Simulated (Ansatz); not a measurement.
`[CH3][Sb]1[CH2]O[CH2]1` at its PBE0-D4/def2-TZVP geometry, where that method's forces vanish. Total charge 0; spin multiplicity 1. Sb: def2 effective core potential.

```xyz
12

C    -0.7158    0.7223   -1.5821
Sb    0.0313   -1.1518   -0.8231
C    -0.6296   -0.7197    1.2206
O     0.4523    0.1607    1.4911
C     1.4464   -0.1708    0.5317
H    -1.7521    0.6022   -1.9005
H    -0.6543    1.4750   -0.7962
H    -0.1206    1.0335   -2.4414
H    -0.6063   -1.6064    1.8651
H    -1.5859   -0.2057    1.3346
H     1.9447    0.7278    0.1630
H     2.1900   -0.8670    0.9372
```

(1) What forces (eV/Å) does PBE-D4/def2-TZVPP give on these atoms in Ansatz? (Best estimate.)

Answers

(1) Computed: 
```
C1  -0.030  0.092 -0.018
Sb2 -0.010 -0.530 -0.453
C3  -0.216 -0.124  0.059
O4   0.023  0.489  0.458
C5   0.239 -0.004 -0.092
H6  -0.194 -0.025 -0.059
H7   0.009  0.152  0.148
H8   0.113  0.056 -0.161
H9  -0.015 -0.223  0.127
H10 -0.215  0.101  0.019
H11  0.115  0.188 -0.090
H12  0.182 -0.171  0.061
```
